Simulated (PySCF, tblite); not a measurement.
Isomers of C5H5OS (doublet state), one GFN2-xTB conformer each. Single-point energies are computed at B3LYP/pcH-1 (PySCF, gas phase, no added dispersion term), electronic only. GFN2-xTB treats the open shell by occupation alone, and not every SCF solution was tested for stability.

```
      SMILES  GFN2-xTB relative energy (kcal/mol)
S[CH]c1ccco1                                  0.0
O[CH]c1cccs1                                  4.1
```

Conformers: `[SH:1][CH:2][c:3]1[cH:4][cH:5][cH:6][o:7]1` (doublet state) with H–S1–C2–C3 0°, S1–C2–C3–C4 180°; `[OH:1][CH:2][c:3]1[cH:4][cH:5][cH:6][s:7]1` (doublet state) with H–O1–C2–C3 0°, O1–C2–C3–C4 180°.

What does B3LYP/pcH-1 give for the same structures?

```tsv
SMILES	B3LYP/pcH-1 E (Eh)	B3LYP/pcH-1 (kcal/mol)	GFN2-xTB (kcal/mol)	point group
O[CH]c1cccs1	-666.92077	0.0	4.1	Cs
S[CH]c1ccco1	-666.91507	3.6	0.0	Cs
```

GFN2-xTB puts S[CH]c1ccco1 lowest instead. As drawn, the lower has an O–H bond, which the higher lacks; the higher has an S–H bond, which the lower lacks. Neighbours under 5.0 kcal/mol apart (O[CH]c1cccs1 and S[CH]c1ccco1) can change places with a better method, another conformer or zero-point energy.

What happens when harmonic zero-point energies from GFN2-xTB frequencies are added?

```csv
SMILES,ZPE (kcal/mol),electronic (kcal/mol),with ZPE (kcal/mol)
O[CH]c1cccs1,52.5,0.0,0.0
S[CH]c1ccco1,51.4,3.6,2.4
```

The zero-point energies span 1.1 kcal/mol. The order is unchanged.
